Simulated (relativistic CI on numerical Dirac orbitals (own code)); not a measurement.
# Radial parameters of Pd41+

These numbers are calculated, not measured: Dirac-Coulomb-Breit CI, separate exchange-only KLI orbitals for each configuration, model QED, unscaled Slater integrals (own radial code, finite nucleus).

Slater integrals F^k, G^k are unscaled and averaged over j, outside the closed core 1s2; ζ comes from projecting the Hamiltonian with its Breit term on Σ l·s of the shell.

- 2s2 2p: ζ(2p) = 965670 cm⁻¹; <r>(2p) = 0.1121, <r^2>(2p) = 0.01519 (bohr units).
- 2s 2p2: F^2(2p,2p) = 849550, G^1(2s,2p) = 894220, ζ(2p) = 960780 cm⁻¹; <r>(2s) = 0.1303, <r^2>(2s) = 0.01996, <r>(2p) = 0.1122, <r^2>(2p) = 0.01522 (bohr units).
- 2p3: F^2(2p,2p) = 847900, ζ(2p) = 956000 cm⁻¹; <r>(2p) = 0.1124, <r^2>(2p) = 0.01528 (bohr units).

Averages of the first 10 configurations, taken without configuration mixing, which lowers the lowest level and can move excited configurations by several eV; other configurations of the list can lie among them:

| Configuration | Parity | States | Average energy above the lowest level (eV) |
| --- | --- | --- | --- |
| 2s2 2p | odd | 6 | 124.6 |
| 2s 2p2 | even | 30 | 369.3 |
| 2p3 | odd | 20 | 650.7 |
| 2p2 3s | even | 30 | 4111.8 |
| 2p2 3p | odd | 90 | 4186.9 |
| 2p2 3d | even | 150 | 4248.6 |
| 2s2 3s | even | 2 | 3634.9 |
| 2s2 3p | odd | 6 | 3715.7 |
| 2s2 3d | even | 10 | 3777.6 |
| 2s 2p 3s | odd | 24 | 3854.9 |
